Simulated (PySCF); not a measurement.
Dipole response of Cr²⁺ (chromium, charge +2)

[Ar] 3d4, high-spin 5D determinant. Calculation: PySCF 2.14, in dyall-av2z; no relativity, point nucleus. Coupled (time-dependent) response in atomic units; α is the mean over directions. A double-zeta set is small for polarisabilities.

```csv
method,mean α (bohr³),"α xx, yy, zz",C₆ (like pair),S(−4)
CAM-B3LYP,4.130,"3.882, 3.882, 4.627",12.20,10.78
```

S(−4) is the Cauchy moment in α(ω) = α(0) + S(−4) ω² + …

α(iu) at CAM-B3LYP:

| u (hartree) | α(iu) (bohr³) |
| --- | --- |
| 0 | 4.130 |
| 0.0500 | 4.104 |
| 0.100 | 4.028 |
| 0.200 | 3.771 |
| 0.300 | 3.458 |
| 0.500 | 2.878 |
| 0.750 | 2.335 |
| 1.00 | 1.935 |
| 1.50 | 1.387 |
| 2.00 | 1.041 |
| 3.00 | 0.6485 |
| 5.00 | 0.3228 |

A single London oscillator, α(iu) = α/(1 + u²/ω²), gives C₆ = (3/4) ω α². Matching the computed C₆ needs ω = 4 × 12.20 / (3 × 4.130²) = 0.954 hartree.

For an ion, C₆ is the dispersion term alone; charge-induced terms of lower order in 1/R come first.

The components differ because the open shell of this determinant is not spherical; for a pure term their mean is the scalar polarisability.
